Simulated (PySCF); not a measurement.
# Correlation energy of Re²⁺ (rhenium, charge +2)

[Xe] 4f14 5d4 6s1, high-spin 6D determinant (an excited configuration). All numbers are calculated (PySCF 2.14, a scalar-relativistic core potential, in aug-cc-pVTZ-PP with one added diffuse shell each of s, p, d, f, g type with ECP60MDF (7s7p6d4f3g, 113 functions)). Frozen: 5s2 5p6; 5 electrons correlated.

MP2 pair energies summed by pair of shells (mhartree):

```json
{"pair": "5d-5d", "energy": "-31.98", "share (%)": "63.0"}
{"pair": "5d-6s", "energy": "-18.79", "share (%)": "37.0"}
```

Total MP2 correlation energy: -50.77 mhartree.

Same-spin part -50.77 and opposite-spin part 0.00 mhartree; SCS-MP2 scales them by 1/3 and 6/5 to -16.92 mhartree.
